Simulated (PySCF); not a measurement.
# C₆ coefficients of unlike pairs at UHF

Calculated with PySCF 2.14 from the dipole response of each species, C₆(A,B) = (3/π) ∫ α_A(iu) α_B(iu) du, in atomic units, from isotropic polarisabilities. For ions this is the dispersion term alone; charge-induced terms of lower order in 1/R come first.

```csv
species,configuration,basis,relativity,α (bohr³),C₆ (like pair)
Be,[He] 2s2 (1S),aug-cc-pVTZ-DK (5s4p3d2f),spin-free X2C,45.42,281.4
Ga³⁺,[Ar] 3d10 (1S),aug-cc-pVTZ-DK (7s6p4d2f),spin-free X2C,0.8463,0.8732
Si³⁺,[Ne] 3s1 (2S),dyall-acv3z (19s12p6d4f),spin-free X2C,7.839,15.52
Ne,[Ne] (1S),dyall-av3z (15s9p3d2f),spin-free X2C,2.134,4.990
```

Estimate C₆ for Si³⁺ with Be.

The integral gives 62.94. The combination rule 2 C_A C_B / (C_A α_B/α_A + C_B α_A/α_B) gives 63.07 and the geometric mean 66.08.

No spin-orbit coupling is included.

The other pairs:

```csv
pair,C₆
"Ne, Be",23.72
"Ne, Si³⁺",7.079
"Ne, Ga³⁺",2.086
"Ga³⁺, Be",9.569
"Si³⁺, Ga³⁺",2.889
```
